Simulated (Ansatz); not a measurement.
Several settings on one geometry of cyclo-(SnH2)3 (Sn3H6) (that of the charge 0 singlet, PBE0-D4/def2-SVP). Ansatz on 4 threads of Arm Neoverse N1 on a shared host; times are rough.

Cartesian coordinates in Å:
```
Sn -1.4433 0.1599 0.7253
H -2.6092 -1.0900 0.8634
H -1.9774 1.5727 1.5374
Sn 0.1619 0.3603 -1.5746
H 0.5298 1.9193 -2.1869
H -0.1025 -0.7440 -2.8598
Sn 1.2824 -0.5201 0.8495
H 2.3956 0.5026 1.6591
H 1.7628 -2.1606 0.9865
```

Totals from different functionals, basis sets or treatments of relativity can't be compared as stabilities.

In the def2 sets Sn takes a core potential; there is no spin–orbit coupling. Correlated methods freeze 12 core orbitals; core or outer-core shells of Sn are correlated, in sets that lack core-valence functions.

Scalar relativity in a set contracted without it gives distorted totals.

The spins typed aren't always the lowest for that charge.

Question: Give the basis size and estimate the energy, ⟨S²⟩, dipole and time of these runs.

| run | method | charge | state | further keys |
| --- | --- | --- | --- | --- |
| 1 | RKS PBE0-DH/def2-SVP | 0 | singlet | scf: {omitted_lower_state_checks: [starts]}; forces asked |
| 2 | RKS LDA (SPW92)/def2-mTZVP | 0 | singlet | pseudopotentials: {relativity: scalar}; scf: {lower_state_search: off} |
| 3 | UKS B2PLYP/def2-mTZVPP | 0 | singlet | scf: {omitted_lower_state_checks: [starts]}; forces asked |
| 4 | UKS B97M-V/def2-SVPD | 1 | doublet | nuclear_model: gaussian; point_charges: [{charge: 2.00, position_ang: [7.092, 0.269, 0.130]}]; forces asked |

Answer: 
```tsv
run	functions	energy (Eh)	⟨S²⟩	dipole (D)	wall time
1	108	-646.1754	–	0.00	9 s
2	126	-645.4049	–	–	0.9 s
3	138	-645.6540	0.00	0.00	23 s
4	144	-646.0211	0.75	–	73 s
```
